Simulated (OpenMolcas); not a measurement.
## Computed transition rates of V3+

```yaml
Program: OpenMolcas
Method: "SS-CASPT2, IPEA 0.25 Eh, imaginary shift 0.1 Eh (closed shells correlated: 3s 3p)"
Basis: ANO-RCC-VQZP [7s6p4d3f2g1h]
Scalar_Hamiltonian: DKH2, point nucleus
Active_space: 2 electrons in 10 orbitals (3d 4d)
State_averaging: 2S+1 = 3 even, 10 roots; 2S+1 = 1 even, 15 roots
Spin-orbit_coupling: RASSI with atomic mean-field integrals over the reference wave functions, term energies averaged over their components
```

Rates come from the transition moments of the reference wave functions (E1 and E2 in the length form). At fixed line strength A goes as λ^-3 for E1 and M1 and as λ^-5 for E2, so a rate at the computed wavelength can be rescaled to the measured one. Measured vacuum wavelengths follow from level energies in Sugar and Corliss, J. Phys. Chem. Ref. Data 7, 1191 (1978). Branching counts decays inside the model space alone, at computed energies, and the table is only a selection of the E2 and M1 lines, drawn from those between levels with measured partners whose computed energy lies within a factor of 1.5 of the measured one.

```json
{"Upper": "3d2 1S0", "Lower": "3d2 1D2", "Type": "E2", "λ computed (nm)": "310.1", "λ measured (nm)": "317.4", "A computed (s-1)": "1.42e+01", "A rescaled (s-1)": "1.26e+01", "Branching %": "96.7"}
{"Upper": "3d2 1S0", "Lower": "3d2 3P1", "Type": "M1", "λ computed (nm)": "343.9", "λ measured (nm)": "342.2", "A computed (s-1)": "3.79e-01", "A rescaled (s-1)": "", "Branching %": "2.6"}
{"Upper": "3d2 1S0", "Lower": "3d2 3P2", "Type": "E2", "λ computed (nm)": "346.7", "λ measured (nm)": "344.8", "A computed (s-1)": "7.91e-02", "A rescaled (s-1)": "", "Branching %": "0.5"}
{"Upper": "3d2 3P2", "Lower": "3d2 3F4", "Type": "E2", "λ computed (nm)": "759.4", "λ measured (nm)": "785.9", "A computed (s-1)": "4.57e-02", "A rescaled (s-1)": "3.85e-02", "Branching %": "61.1"}
{"Upper": "3d2 3P1", "Lower": "3d2 3F3", "Type": "E2", "λ computed (nm)": "748.9", "λ measured (nm)": "774.4", "A computed (s-1)": "4.28e-02", "A rescaled (s-1)": "3.62e-02", "Branching %": "59.0"}
{"Upper": "3d2 1D2", "Lower": "3d2 3F3", "Type": "M1", "λ computed (nm)": "981.8", "λ measured (nm)": "940.4", "A computed (s-1)": "3.60e-02", "A rescaled (s-1)": "", "Branching %": "64.3"}
{"Upper": "3d2 1G4", "Lower": "3d2 3F4", "Type": "M1", "λ computed (nm)": "564.8", "λ measured (nm)": "566.4", "A computed (s-1)": "2.59e-02", "A rescaled (s-1)": "", "Branching %": "59.3"}
{"Upper": "3d2 3P1", "Lower": "3d2 3F2", "Type": "E2", "λ computed (nm)": "731.1", "λ measured (nm)": "755.3", "A computed (s-1)": "2.40e-02", "A rescaled (s-1)": "2.04e-02", "Branching %": "33.2"}
{"Upper": "3d2 1D2", "Lower": "3d2 3F2", "Type": "M1", "λ computed (nm)": "951.4", "λ measured (nm)": "912.5", "A computed (s-1)": "1.99e-02", "A rescaled (s-1)": "", "Branching %": "35.5"}
{"Upper": "3d2 1G4", "Lower": "3d2 3F3", "Type": "M1", "λ computed (nm)": "551.8", "λ measured (nm)": "553.5", "A computed (s-1)": "1.67e-02", "A rescaled (s-1)": "", "Branching %": "38.2"}
{"Upper": "3d2 3P2", "Lower": "3d2 3F3", "Type": "E2", "λ computed (nm)": "736.1", "λ measured (nm)": "761.4", "A computed (s-1)": "1.39e-02", "A rescaled (s-1)": "1.17e-02", "Branching %": "18.6"}
{"Upper": "3d2 3P2", "Lower": "3d2 1D2", "Type": "M1", "λ computed (nm)": "2941", "λ measured (nm)": "4002", "A computed (s-1)": "1.24e-02", "A rescaled (s-1)": "", "Branching %": "16.6"}
{"Upper": "3d2 3P1", "Lower": "3d2 1D2", "Type": "M1", "λ computed (nm)": "3157", "λ measured (nm)": "4386", "A computed (s-1)": "5.61e-03", "A rescaled (s-1)": "", "Branching %": "7.7"}
{"Upper": "3d2 3P2", "Lower": "3d2 3F2", "Type": "E2", "λ computed (nm)": "718.8", "λ measured (nm)": "743", "A computed (s-1)": "2.20e-03", "A rescaled (s-1)": "1.86e-03", "Branching %": "2.9"}
{"Upper": "3d2 3F4", "Lower": "3d2 3F3", "Type": "M1", "λ computed (nm)": "23910", "λ measured (nm)": "24430", "A computed (s-1)": "1.49e-03", "A rescaled (s-1)": "1.40e-03", "Branching %": "100.0"}
{"Upper": "3d2 1G4", "Lower": "3d2 1D2", "Type": "E2", "λ computed (nm)": "1260", "λ measured (nm)": "1346", "A computed (s-1)": "1.02e-03", "A rescaled (s-1)": "7.33e-04", "Branching %": "2.3"}
{"Upper": "3d2 3F3", "Lower": "3d2 3F2", "Type": "M1", "λ computed (nm)": "30720", "λ measured (nm)": "30730", "A computed (s-1)": "8.89e-04", "A rescaled (s-1)": "8.88e-04", "Branching %": "100.0"}
{"Upper": "3d2 3P2", "Lower": "3d2 3F3", "Type": "M1", "λ computed (nm)": "736.1", "λ measured (nm)": "761.4", "A computed (s-1)": "3.84e-04", "A rescaled (s-1)": "", "Branching %": "0.5"}
```

Spin-changing lines and M1 lines between different terms are not rescaled, since their strength hangs on the term gaps too.

The largest correction is for 3d2 1G4 → 3d2 1D2 (E2): 1.02e-03 × (1260 / 1346)^5 = 7.33e-04 s-1, a factor of 0.72.

The computed rate and branching of 3d2 3F3 → 3d2 3F2 give the upper level a radiative lifetime of 1.000 / 8.89e-04 s-1 = 1.12e+03 s, counting decays inside the model space alone. The rescaled rate gives about 1.1e+03 s.

These are rates of the free ion; in crystals, glasses and complexes forced electric-dipole and non-radiative decay shorten such lifetimes by orders of magnitude. No measured rate stands beside these. Rescaling mends the energy factor alone: line strengths can still be far off where a level mixes with configurations outside the active space, and weak or spin-changing lines hang on small mixing coefficients that depend on the term gaps too, so rescaling need not improve them.

Term energies are means over components that CASPT2 splits; among the terms shown or strongly mixed into the levels shown the widest spread is 520 cm-1 (3d2 1G). Active for correlation alone: 4d; no level in the range computed is led by a configuration that fills it, so any true level of that kind is missing. Computed and measured levels are paired by configuration, term and J; levels that our copy of the source lacks, or whose pairing is in doubt (as where it misses far off the trend of its configuration), stay unpaired. Only configurations of the active space appear.
